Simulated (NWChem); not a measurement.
# Basis-set dependence for thionyl fluoride (F2OS)

```
S
O 1 1.4371
F 1 1.6164 2 106.71
F 1 1.6164 2 106.71 3 98.06
```
Charge 0, spin multiplicity 1.

All runs are NWChem calculations. Structure: optimised with PBE0/def2-SVP, a minimum by its harmonic frequencies.

Hartree-Fock energies in Ha, correlation energies in mHa.

The correlated methods keep 8 core orbitals frozen. No row is a measurement; the coupled-cluster row has its own basis-set and correlation limits.

```json
[
 {"basis": "3-21G", "functions": "40", "RHF": "-667.64082", "MP2": "-443.0", "SCS-MP2": "-428.0", "CCSD": "-439.0", "CCSD+T(CCSD)": "-455.3", "CCSD(T)": "-452.7", "CR-CCSD[T]": "-452.0", "CR-CCSD(T)": "-450.0"},
 {"basis": "def2-SVP", "functions": "60", "RHF": "-670.83183", "MP2": "-705.9", "SCS-MP2": "-677.1", "CCSD": "-710.6", "CCSD+T(CCSD)": "-732.6", "CCSD(T)": "-729.9", "CR-CCSD[T]": "-727.1", "CR-CCSD(T)": "-725.1"},
 {"basis": "def2-TZVP", "functions": "130", "RHF": "-671.36923", "MP2": "-925.2", "SCS-MP2": "-896.7", "CCSD": "not run", "CCSD+T(CCSD)": "not run", "CCSD(T)": "not run", "CR-CCSD[T]": "not run", "CR-CCSD(T)": "not run"}
]
```

From def2-SVP to def2-TZVP the Hartree-Fock energy moves by -537.4 mHa and the MP2 correlation energy by -219.3 mHa, which is 24 % of its value in the larger set.
